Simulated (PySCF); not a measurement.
**How methods differ on the ionisation energy of Co²⁺**

Co²⁺ [Ar] 3d7 (4F) → Co³⁺ [Ar] 3d6 (5D), as a difference of total energies. Computed with PySCF 2.14 in aug-cc-pVDZ (7s6p4d2f, 59 functions), with no relativity, point nucleus. Correlated levels: valence: [Ar] frozen. The calculations carry no spin-orbit coupling.

```tsv
method	ionisation energy (eV)
UHF	31.693
MP2 (valence)	33.369
SCS-MP2 (valence)	33.375
CCSD (valence)	33.241
CCSD(T) (valence)	33.272
```

**Question.** How much does correlation contribute at CCSD(T) (valence)?

**Answer.** 33.272 − (31.693) = 1.579 eV, measured against UHF.

These non-relativistic numbers lack the scalar-relativistic shift.

The reference lies between the lowest fine-structure levels, while these numbers refer to the centres of the terms.

Errors of the correlated levels include the incompleteness of this basis and the frozen core.

For comparison: 33.5 ± 0.06 eV (semi-empirical (NIST evaluation); NIST Atomic Spectra Database, ionization energies).
